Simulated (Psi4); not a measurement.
Psi4 input (wB97X-D/6-31G*):

```
memory 1500 MB

molecule {
-1 1
C     1.40597900   -0.46526400    0.20245500
B     0.02338900   -0.00774000    0.00336800
O    -1.12920600   -0.85492200   -0.05681100
O    -0.38282100    1.35527900   -0.16091400
H     1.68055000   -1.51374800    0.32444900
H     2.26231600    0.20898300    0.24330700
H    -0.81459100   -1.75463000    0.05699800
H     0.41512700    1.88682000   -0.11451900
symmetry c1
no_reorient
no_com
}

set {
  basis 6-31G*
  reference rks
  scf_type pk
  dft_radial_points 99
  dft_spherical_points 590
  e_convergence 1e-8
  d_convergence 1e-7
  maxiter 150
}

e = energy('wb97x-d')
print_out(f'\nFINAL {e:.10f} DIPOLE {variable("CURRENT DIPOLE")[0]:.6f} {variable("CURRENT DIPOLE")[1]:.6f} {variable("CURRENT DIPOLE")[2]:.6f}\n')
```

From the output:

```
    One-Electron Energy =                -512.2693049553495257
    Two-Electron Energy =                 210.2823683741816012
    DFT Exchange-Correlation Energy =     -19.6724618628433383
    Empirical Dispersion Energy =          -0.0018303294720200
    VV10 Nonlocal Energy =                  0.0000000000000000
    Total Energy =                       -215.7920418752441378

Computation Completed

Properties will be evaluated at   0.000000,   0.000000,   0.000000 [a0]

Properties computed using the SCF density matrix

 Multipole Moments:

 ------------------------------------------------------------------------------------
     Multipole            Electronic (a.u.)      Nuclear  (a.u.)        Total (a.u.)
 ------------------------------------------------------------------------------------

 L = 1.  Multiply by 2.5417464519 to convert [e a0] to [Debye]
 Dipole X            :         -0.2594208            0.0000094           -0.2594114
 Dipole Y            :          0.0858490           -0.0000057            0.0858433
 Dipole Z            :         -0.0373638            0.0000094           -0.0373544
 Magnitude           :                                                    0.2757874

 ------------------------------------------------------------------------------------

FINAL -215.7920418752 DIPOLE -0.259411 0.085843 -0.037354

*** Psi4 exiting successfully. Buy a developer a beer!
```

The dipole moment of an ion depends on the origin.

The geometry given is a B3LYP-D3(BJ)/def2-TZVP minimum.
